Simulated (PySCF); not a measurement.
A calculated (UHF, PySCF 2.14, 6-31G*, no relativity, point nucleus) atom or ion has these occupied shells.

```tsv
shell	electrons	orbital energy (eV)	rms radius, mean of both spins (bohr)
1s α	1	-4105.5	0.0896
1s β	1	-4104.9	0.0896
2s α	1	-496.76	0.395
2s β	1	-496.27	0.395
2p α	3	-410.27	0.363
2p β	3	-409.40	0.363
3s α	1	-95.195	1.23
3s β	1	-90.599	1.23
3p α	3	-69.867	1.35
3p β	2	-67.978	1.35
```

(1) Name the element and its charge.

Results:

(1) Ca(3+) (calcium, charge +3), in [Ne] 3s2 3p5, 2P determinant.
